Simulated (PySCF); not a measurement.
Simulated P 2p region for AsP3SeSeSe nortricyclane (AsP3Se3), binding energy against the vacuum level.

Every computed line was given a Gaussian of 0.7 eV full width at half maximum and an area set by the number of equivalent atoms (split 2:1 within a doublet); the highest printed point is 100. The calculation used delta-SCF UKS SCAN, pcX-2 on the ionised atom, pcseg-1 elsewhere, spin-free X2C (PySCF 2.14.0).

binding energy (eV), intensity and a bar:
```
    135.6          0 
    135.7          1 
    135.8          3 #
    135.9          7 ##
    136.0         14 ####
    136.1         25 ########
    136.2         42 #############
    136.3         62 ##################
    136.4         81 ########################
    136.5         95 #############################
    136.6        100 ##############################
    136.7         95 ############################
    136.8         81 ########################
    136.9         65 ####################
    137.0         52 ################
    137.1         45 #############
    137.2         44 #############
    137.3         47 ##############
    137.4         50 ###############
    137.5         51 ###############
    137.6         46 ##############
    137.7         38 ###########
    137.8         28 ########
    137.9         18 #####
    138.0         11 ###
    138.1          6 ##
    138.2          3 #
    138.3          1 
    138.4          0 
    138.5          0
```

Count the maxima, the lines and the sites behind this envelope.

The curve has 2 maxima (at 136.6 and 137.5 eV). Under it lie 2 lines from 1 inequivalent phosphorus site, drawn as a 2p3/2, 2p1/2 pair.

Decompose the envelope and assign each component. Bonds: As1–Se2, As1–Se5, As1–Se7, Se2–P3, P3–P4, P3–P6, P4–Se5, P4–P6, P6–Se7.

```json
{"position (eV)": "136.59", "relative area": "2.00", "line": "P 2p3/2", "atoms": "P3/P4/P6", "environment": "phosphorus bonded to 2 P and Se"}
{"position (eV)": "137.48", "relative area": "1.00", "line": "P 2p1/2", "atoms": "P3/P4/P6", "environment": "phosphorus bonded to 2 P and Se"}
```

What are the centre and the root-mean-square width of the whole band?

The area-weighted mean of the lines is 136.89 eV. Their own spread about it is 0.42 eV (rms) and each Gaussian has σ = 0.7/2.355 = 0.30 eV; the variances add, which gives 0.51 eV.

The curve has no shake-up lines and no vibrational structure. The first atom of each set that the bonding makes equivalent was ionised and stands for the set. Spin–orbit and ligand-field terms were added within each 2p shell after the spin-free SCF. 2p1/2 minus 2p3/2 (ligand field included): P 0.89 eV. The structure is a single PBE0-D3(BJ)/def2-SVP conformer in the gas phase; no vibrational or solvent corrections.
